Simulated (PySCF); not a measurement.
cyclopropane (C₃H₆), singlet, at a GFN2-xTB geometry. Base run: PySCF with PBE0/STO-3G.

Here is a job for PySCF.
```python
from pyscf import gto, scf, dft

mol = gto.M(
    atom='''
C    -0.00164658    0.86387943    0.01427651
C     0.74902842   -0.43063952    0.00048003
C    -0.74738184   -0.43323991   -0.01475654
H    -0.01194048    1.44007117    0.92692109
H     0.00639391    1.46994805   -0.87882997
H     1.27073624   -0.71037648   -0.90206703
H     1.25240186   -0.74025335    0.90368403
H    -1.26796296   -0.74463313    0.87802147
H    -1.24962857   -0.71475626   -0.92772959
''',
    basis='sto-3g',
    verbose=4,
)

mf = dft.RKS(mol)
mf.xc = 'pbe0'
mf.kernel()
mo_i, mo_e, stable_i, stable_e = mf.stability(internal=True, external=True, return_status=True, nroots=6, tol=1e-6)
print('internally stable:', stable_i, ' externally stable:', stable_e)
if not stable_e:
    umf = mf.to_uhf() if not hasattr(mf, 'xc') else mf.to_uks()
    umf.scf_summary = {}
    umf.kernel(umf.make_rdm1(mo_e, umf.mo_occ))
```

The bond that is stretched is that between atoms 9 and 3. A test that says stable can miss a lower solution.

The base run was repeated with changes; each row names its change, and settings that it needs were set with it.

```tsv
change	ΔE vs base (kcal/mol)	<S^2>	E after following the instability (Eh)	<S^2> there	HOMO-LUMO gap (eV)	stability test says
base	0.000	0.000	-	-	15.21	stable
bond × 1.25	21.49	0.000	-	-	14.08	stable
bond × 1.5	62.56	0.000	-	-	10.46	stable
bond × 1.8	110.8	0.000	-116.16717	0.00	7.08	external instability
bond × 2.2	159.8	0.000	-116.08915	0.00	4.21	external instability
bond × 3.0	207.6	0.000	-116.11718	1.00	1.73	external instability
```

Where a bond breaks into two radicals, a solution with restricted orbitals usually stops being the lowest and lies too high; an unrestricted one lies lower at the price of spin contamination, which <S^2> shows.
